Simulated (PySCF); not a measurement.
Level of theory: PySCF, delta-SCF UKS SCAN, pcX-2 on the ionised atom, pcseg-1 elsewhere, spin-free X2C. Geometries: PBE0-D3(BJ)/def2-SVP; isolated species, one conformer each. Values against the vacuum level.

Question: Rank by computed C 1s binding energy, lowest first.
A. C3 in `[F:1][CH2:2][CH2:3][CH2:4][Br:5]`
B. C3 in `[GeH3:1][O:2][c:3]1[cH:4][cH:5][n:6][cH:7][cH:8]1`
C. Carbon in `C=NB1NBNBN1`
D. C2 in `[CH3:1][CH2:2][CH2:3][CH2:4][S:5][Si:6]([CH3:7])([CH3:8])[Cl:9]`
E. C2 in `[N:1]#[C:2][C:3]#[P:4]`

Answer: D (290.46 eV), A (291.39 eV), C (292.05 eV), B (292.39 eV), E (292.98 eV).

The highest is bonded to N (triple bond) and C, the lowest to 2 C and 2 H; the range is 2.52 eV.

Question: Rank by computed N 1s binding energy, lowest first.
A. N2 in `[CH2:1]=[N:2][B:3]1[NH:4][BH:5][NH:6][BH:7][NH:8]1`
B. Nitrogen in `N#CC#P`
C. Nitrogen in `[GeH3][O]c1ccncc1`

Answer: C (404.07 eV), A (404.47 eV), B (405.38 eV).

The highest is bonded to C (triple bond), the lowest to 2 C (aromatic in the SMILES); the range is 1.31 eV.

3 of these hole states are spin-contaminated (⟨S²⟩ up to 0.96, against 0.75; counted from 0.85) and less certain.
